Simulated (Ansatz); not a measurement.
Reactions of C3H3F3, SMILES `C=C(F)C(F)F`.

Gas-phase electronic energies from Ansatz, PBE0-D4/def2-TZVP geometries. CBS: MP2 limit from def2 TZ/QZ plus the TZ coupled-cluster correction, frozen cores. This one scheme is used for every species, atoms too. Double bonds are as drawn, so ΔE can hold a change between cis and trans. DFT in def2-TZVPP. Open shells (•) are unrestricted, without spin–orbit coupling. Spin–orbit coupling would lower the free atoms: a little for C, F. For Se outer-core shells are correlated without core-valence functions, so the limit isn't a true one: a few kJ/mol of doubt a bond, and 10 to 20 or more in all where bonds break to atoms. Scalar relativity is left out up to krypton. Each species was taken in one conformer, which may not be the lowest.

```tsv
reaction	MP2/CBS(def2) (kJ/mol)	r2SCAN-D4 (kJ/mol)	B2PLYP (kJ/mol)
`C=C(F)C(F)F` → `C=CC(F)(F)F`	-57	-54	-52
`C=C(F)C(F)F` → `C=C(F)F` + `[CH]F`	410	402	382
`C=C(F)C(F)F` + H₂Se → `C=C(F)[SeH]` + `FCF`	14	22	19
`C=C(F)C(F)F` → `F[C]F` + `C=CF`	267	261	242
`C=C(F)C(F)F` + H₂ → `C=CC(F)F` + H–F	-109	-81	-95
`C=C(F)C(F)F` + `F/C=C/F` → `F/C=C(\F)C(F)F` + `C=CF`	-2	-3	-1
`C=C(F)C(F)F` + H₂ → `C=C(F)CF` + H–F	-84	-61	-72
`C=C(F)C(F)F` + H₂O → `C=C(O)C(F)F` + H–F	-27	-19	-18
`C=C(F)C(F)F` → 3 C• + 3 F• + 3 H•	3847	3752	3691
`C=C(F)C(F)F` + `BCl` → `C=C(F)BCl` + `FCF`	-55	-53	-54
```

Task: Give the CCSD(T)/CBS values in the same order. (An estimate is asked.)

Result: The calculation gave: -56, 385, 21, 247, -104, -1, -79, -21, 3721, -52 kJ/mol.

Largest T1 diagnostic: 0.018, for `[CH]F`.
